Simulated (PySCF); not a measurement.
Radial density of La (lanthanum, neutral)

BHandHLYP, [Xe] 5d3, high-spin 4F determinant (an excited configuration). Calculation: PySCF 2.14, in x2c-TZVPPall (11s7p7d3f1g, 97 functions); scalar relativity by spin-free X2C-1e.

```json
{"r (bohr)": "0.0284", "4πr²ρ (e/bohr)": "66.66", "4πr²(ρα − ρβ)": "-0.0014"}
{"r (bohr)": "0.0477", "4πr²ρ (e/bohr)": "75.38", "4πr²(ρα − ρβ)": "-0.0010"}
{"r (bohr)": "0.0802", "4πr²ρ (e/bohr)": "97.78", "4πr²(ρα − ρβ)": "0.0174"}
{"r (bohr)": "0.135", "4πr²ρ (e/bohr)": "71.74", "4πr²(ρα − ρβ)": "0.0638"}
{"r (bohr)": "0.227", "4πr²ρ (e/bohr)": "84.07", "4πr²(ρα − ρβ)": "0.0310"}
{"r (bohr)": "0.382", "4πr²ρ (e/bohr)": "34.55", "4πr²(ρα − ρβ)": "0.0338"}
{"r (bohr)": "0.642", "4πr²ρ (e/bohr)": "34.42", "4πr²(ρα − ρβ)": "0.1530"}
{"r (bohr)": "1.08", "4πr²ρ (e/bohr)": "11.42", "4πr²(ρα − ρβ)": "-0.0054"}
{"r (bohr)": "1.82", "4πr²ρ (e/bohr)": "6.320", "4πr²(ρα − ρβ)": "0.7690"}
{"r (bohr)": "3.06", "4πr²ρ (e/bohr)": "1.485", "4πr²(ρα − ρβ)": "0.8659"}
{"r (bohr)": "5.14", "4πr²ρ (e/bohr)": "0.2929", "4πr²(ρα − ρβ)": "0.2864"}
{"r (bohr)": "8.65", "4πr²ρ (e/bohr)": "0.02104", "4πr²(ρα − ρβ)": "0.0210"}
{"r (bohr)": "14.5", "4πr²ρ (e/bohr)": "9.008e-05", "4πr²(ρα − ρβ)": "0.0001"}
```

Densities and radii are taken from the X2C orbitals without a picture-change correction, which distorts them close to the nucleus.

Spin-orbit coupling, absent here, splits the open shell strongly.

Task: Where is the radial spin density 4πr²(ρα − ρβ) most negative, and why is it negative at all?

Result: Around r = 1.08 bohr, down to -0.0054 e/bohr: exchange with the open shell polarises the paired shells in an unrestricted calculation.
